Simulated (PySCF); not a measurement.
Correlation energy of Au⁻ (gold, charge -1)

[Xe] 4f14 5d10 6s2, closed-shell 1S. Computed with PySCF 2.14 in aug-cc-pVDZ-PP with ECP60MDF, with a scalar-relativistic core potential. Frozen: 5s2 5p6; 12 electrons correlated.

```json
{"level": "CCSD", "correlation energy (mhartree)": "-351.80"}
{"level": "(T)", "correlation energy (mhartree)": "-13.34"}
{"level": "CCSD(T)", "correlation energy (mhartree)": "-365.14"}
```

Diagnostics: T1 = 0.041, D1 = 0.1334, largest double amplitude 0.060.

Question: Is a single reference adequate?

Answer: Largely. T1 is above 0.03 while the doubles stay small, so the singles mainly relax the orbitals.
